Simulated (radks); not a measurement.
The iron ion Fe2+, configuration [Ar] 3d5 4s1 (not the ground configuration). All-electron calculation, scalar-relativistic Kohn-Sham, LDA (Slater exchange, Perdew-Wang correlation), spin-polarised, spherical densities, finite nucleus; open shells are filled with parallel spins first; Fermi nuclear charge, rms radius 3.7377 fm. Program: a radial shooting solver on a logarithmic mesh with Libxc functionals.

Unscreened Slater integrals over Kohn-Sham orbitals (cm^-1). They are taken over the spin-up orbitals.

integral    value
F0(4s,4s)   84017
F0(4s,3d)  104910
G2(4s,3d)   12909
F0(4s,3p)  107000
G1(4s,3p)  7628.6
F0(4s,3s)  107500
G0(4s,3s)  5503.5
F0(3d,3d)  203000
F2(3d,3d)   94334
F4(3d,3d)   58764
F0(3d,3p)  216930
F2(3d,3p)  102760
G1(3d,3p)  127160
G3(3d,3p)   77230
F0(3d,3s)  221550
G2(3d,3s)   96778
F0(3p,3p)  234510
F2(3p,3p)  117230
F0(3p,3s)  239740
G1(3p,3s)  158750
F0(3s,3s)  245460

Derived for the open shells (J is the average intra-shell exchange parameter used in DFT+U). 3d: Racah B = F2/49 - 5 F4/441 = 1259 cm^-1, C = 35 F4/441 = 4664 cm^-1, C/B = 3.70, F4/F2 = 0.623, J = (F2 + F4)/14 = 10940 cm^-1.
